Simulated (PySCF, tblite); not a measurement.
Isomers of C3H7FO3Si. All values are computed: GFN2-xTB (tblite) harmonic vibrations without scaling, gas phase. This tight-binding method is rough: wavenumbers can miss measured ones by several per cent, in bad cases by 10 to 20. Modes of hydrogen on silicon can be 10 to 20 % off. One conformer each.

Electronic energies: PBE0/pcSseg-1 single points on the GFN2-xTB geometries (PySCF, gas phase).

| SMILES | electronic energy, lowest = 0 (kJ/mol) |
| --- | --- |
| CO[Si](F)(C=O)OC | 0.0 |
| O[SiH2]O[C@@H]1C[C@@H](F)O1 | 142.5 |
| F[C@@H]1CO[C@H](O[SiH3])O1 | 237.8 |

Q: How do GFN2-xTB zero-point energies change the relative energies?

A: 
| SMILES | ZPE (kJ/mol) | of it from modes above 1550 cm⁻¹ | electronic (kJ/mol) | with ZPE, lowest = 0 (kJ/mol) | lowest mode (cm⁻¹) | rings |
| --- | --- | --- | --- | --- | --- | --- |
| CO[Si](F)(C=O)OC | 272.1 | 134.3 | 0.0 | 0.0 | 58 | 0 |
| O[SiH2]O[C@@H]1C[C@@H](F)O1 | 267.2 | 120.4 | 142.5 | 137.6 | 32 | 1 |
| F[C@@H]1CO[C@H](O[SiH3])O1 | 264.6 | 111.6 | 237.8 | 230.3 | 68 | 1 |

The zero-point energies span 7.5 kJ/mol, from `F[C@@H]1CO[C@H](O[SiH3])O1` to `CO[Si](F)(C=O)OC`. The order is unchanged.

Q: And how do the electronic energies of GFN2-xTB itself compare?

A: `CO[Si](F)(C=O)OC` 3.2; `O[SiH2]O[C@@H]1C[C@@H](F)O1` 0.0; `F[C@@H]1CO[C@H](O[SiH3])O1` 41.0 kJ/mol, lowest = 0. Against the energies above, taken from the same isomer `CO[Si](F)(C=O)OC`, the largest difference is 200.0 kJ/mol.

Q: What do entropy and thermal enthalpy add at 298.15 K and 1 bar (rigid rotor, harmonic oscillator, one conformer each)?

A: 
```
                     SMILES  point group  symmetry number  S (J/(mol K))  H − H(0) (kJ/mol)  ZPE + H − H(0) − TS (kJ/mol)
           CO[Si](F)(C=O)OC           C1                1          452.1              32.80                         170.1
O[SiH2]O[C@@H]1C[C@@H](F)O1           C1                1          404.0              26.70                         173.4
 F[C@@H]1CO[C@H](O[SiH3])O1           C1                1          384.3              24.95                         175.0
```
